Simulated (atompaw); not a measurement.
**Reading a pseudo-wave (Cr)**

Columns: radius, all-electron u(r) and pseudo u(r) of the 3d shell (level -10.16 eV) of chromium in the configuration [Ne] 3s2 3p6 3d5 4s0 4p0; LDA (PW92), scalar-relativistic, PAW (atompaw) scheme, atompaw 4.2.0.5.

```tsv
r (bohr)	all-electron	pseudo
0.090	0.0360	0.0004
0.181	0.1633	0.0032
0.271	0.3277	0.0104
0.362	0.4865	0.0240
0.452	0.6144	0.0450
0.542	0.7077	0.0738
0.633	0.7690	0.1109
0.723	0.8023	0.1545
0.813	0.8147	0.2035
0.904	0.8118	0.2564
0.994	0.7983	0.3100
1.085	0.7774	0.3626
1.175	0.7522	0.4109
1.265	0.7243	0.4533
1.356	0.6946	0.4882
1.446	0.6647	0.5139
1.537	0.6344	0.5303
1.627	0.6049	0.5370
1.717	0.5760	0.5352
1.808	0.5477	0.5256
1.898	0.5207	0.5102
1.988	0.4946	0.4906
2.079	0.4693	0.4683
2.169	0.4453	0.4452
2.260	0.4221	0.4221
2.350	0.4001	0.4001
```

Task: How many radial nodes do the two functions have?

Result: The all-electron 3d function has n − l − 1 = 0; the pseudo-wave has 0.

Task: Is the pseudo-wave norm-conserving?

Result: No, it belongs to a PAW set: the norm inside the radius is not constrained, and the difference is carried by the augmentation charge.
